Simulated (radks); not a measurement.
Problem. Spherical quantum dot in the effective-mass picture: electrons in a parabolic well V = omega^2 r^2 / 2 with omega = 0.393, all in effective atomic units (hartree* = m*/eps^2 hartree, bohr* = eps/m* bohr), one dielectric constant everywhere. Method: non-relativistic Kohn-Sham, LDA (Slater exchange, Perdew-Wang correlation), spin-polarised, spherical densities; computed with a radial shooting solver with Libxc functionals. Levels are named by radial order and angular momentum (1s, 1p, 1d, 2s, ...), and open shells are averaged over m. At N = 14 the configuration is 1s2 1p6 1d(up 5, down 1). Does electron 15 go into 2s down or 2s up or 1d down?

Solution. Into 1d down. The total energies of the other choices lie higher by 0.0296 hartree* (2s up), 0.0503 hartree* (2s down).
